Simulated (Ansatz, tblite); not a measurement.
Isomers of Be2I5⁻ (singlet), found by a short tight-binding search and relaxed with r2SCAN-D4/def2-SVPD in Ansatz.

In the def2 sets I takes a core potential; there is no spin–orbit coupling. The xTB rows come from tblite. B3LYP takes the VWN-RPA correlation. Correlated methods freeze 20 core orbitals; core or outer-core shells of I are correlated, in sets that lack core-valence functions.

Other spin states weren't relaxed.

A:

```
atom   x (Å)   y (Å)   z (Å)
 Be1   1.234   0.073   0.233
 Be2  -1.234  -0.073  -0.233
  I3   0.160   1.683  -1.379
  I4  -3.497  -0.207  -0.659
  I5   0.259  -2.039  -0.733
  I6  -0.419   0.356   2.111
  I7   3.497   0.207   0.660
```

B:

Cartesian coordinates in Å:
```
Be -0.052 -1.600 -1.143
Be 0.184 1.648 1.058
I 1.216 0.442 -0.782
I 0.380 3.927 0.886
I 1.223 -3.349 -1.905
I -0.635 0.461 2.817
I -2.316 -1.530 -0.931
```

C:

```xyz
7

Be   -0.528   -1.677   -0.023
Be    0.437    1.388    0.020
I    -1.212   -3.848   -0.059
I    -1.912    0.179    0.286
I     1.673   -0.942   -0.290
I     1.060    2.335    2.057
I     0.482    2.565   -1.991
```

D:

Cartesian coordinates in Å:
```
Be 1.113 1.551 0.300
Be -1.098 -1.587 -0.128
I -3.009 -2.566 0.676
I 3.214 2.148 0.996
I 0.143 -0.312 1.530
I -0.149 -1.872 -2.178
I -0.214 2.638 -1.197
```

Task: Estimate which lies lowest at each level, and how far above it the others are (kJ/mol).

Result: 
| level | A | B | C | D |
| --- | --- | --- | --- | --- |
| GFN1-xTB | 0.0 | 27.8 | 15.1 | 28.8 |
| GFN2-xTB | 0.0 | 12.9 | 8.7 | 12.8 |
| HF/def2-TZVPD | 47.9 | 0.0 | 18.8 | 0.1 |
| PBE-D4/def2-TZVPD | 0.0 | 26.3 | 13.0 | 26.5 |
| r2SCAN-D4/def2-TZVPD | 0.0 | 12.1 | 5.5 | 12.2 |
| B3LYP-D4/def2-TZVPD | 2.4 | 3.7 | 0.0 | 3.8 |
| PBE0-D4/def2-TZVPD | 0.0 | 22.9 | 10.7 | 22.9 |
| PBE-QIDH/def2-TZVPD | 0.0 | 18.8 | 8.2 | 18.9 |
| RPA@PBE/def2-TZVPD | 0.0 | 10.3 | 3.5 | 10.0 |
| MP2/def2-TZVPD | 0.0 | 24.0 | 10.5 | 23.7 |
Point groups (tolerance 0.1 Å): A D3h, B C2, C C2v, D not assigned. B and D have the same bonds, so they are conformers or stereoisomers. Lower isomers may exist.
